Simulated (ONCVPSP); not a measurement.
# Cr: excitation energies, all-electron against ONCV

| Item | Value |
| --- | --- |
| Element | Cr (Z = 24) |
| Generator | ONCVPSP 4.0.1 |
| Type | optimised norm-conserving Vanderbilt (ONCV) |
| Functional | PBEsol |
| Relativity | scalar-relativistic |
| Frozen core | [Ne] |
| Valence charge | 14 |
| Reference configuration | 3s2 3p6 3d5 4s1 |
| Partial waves | 3s+4s: rc 1.55 bohr, ncon 4, nbas 8, qcut 6.1 1/bohr, 2 projectors; 3p: rc 1.45 bohr, ncon 4, nbas 7, qcut 11.7 1/bohr, 2 projectors, debl 0.3 Ha; 3d: rc 1.25 bohr, ncon 4, nbas 9, qcut 11 1/bohr, local; f scattering state at 0.39 Ha: rc 1.25 bohr, ncon 5, nbas 9, qcut 7.8 1/bohr, 2 projectors, debl 0.4 Ha |
| Local potential | the d channel |
| Core correction | none |

In the p channel the program set the typed energies aside and used -1.666, 0.250 Ha.

Energies are relative to the spin-unpolarised reference configuration 3s2 3p6 3d5 4s1; without spin polarisation the order of configurations can differ from experiment. Not all tests gave a result: 1 of 4 tests not solved or not reliable.

```csv
valence configuration,charge,ΔE all-electron (eV),error AE − PS (meV)
3s2 3p6 3d5 4s0,+1,6.874,+1.0
3s2 3p6 3d4 4s0,+2,22.888,-7.2
3s1 3p6 3d5 4s1,+1,80.041,-198
```

Levels in the configuration 3s2 3p6 3d5 4s0:

| level | all-electron (eV) | pseudo (eV) |
| --- | --- | --- |
| 3s | -80.719 | -80.705 |
| 3p | -52.327 | -52.321 |
| 3d | -9.844 | -9.844 |

Note: ghosts flagged at negative energy: f at -4285.5 eV; no localised positive-energy state flagged. A true bound ghost makes a file unfit for plane-wave use.
